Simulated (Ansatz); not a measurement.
Basis-set series for `[NH2][GeH2][NH2]`. The species carries charge 0 and has multiplicity 1. The structure was optimised at the PBE0-D4/def2-TZVP level. It is one conformer, not always the lowest.

```tsv
functional	basis	functions	energy (Eh)	HOMO (eV)	LUMO (eV)
PBE0-D4	def2-SVP	90	-2189.39633	-6.95	1.33
PBE0-D4	def2-TZVPP	194	-2189.80004	-7.24	0.80
ωB97M-V	def2-SVP	90	-2189.60935	-9.32	3.09
ωB97M-V	def2-TZVPP	194	-2190.01824	-9.62	2.35
```

**Question.** Give the rows for def2-QZVPP. (Best estimate.)

**Answer.** Ansatz gave: 
| functional | basis | functions | energy (Eh) | HOMO (eV) | LUMO (eV) |
| --- | --- | --- | --- | --- | --- |
| PBE0-D4 | def2-QZVPP | 383 | -2189.85281 | -7.30 | 0.47 |
| ωB97M-V | def2-QZVPP | 383 | -2190.06954 | -9.68 | 1.81 |

Positive LUMOs are unbound and depend on the basis. Scalar relativity is left out up to krypton.
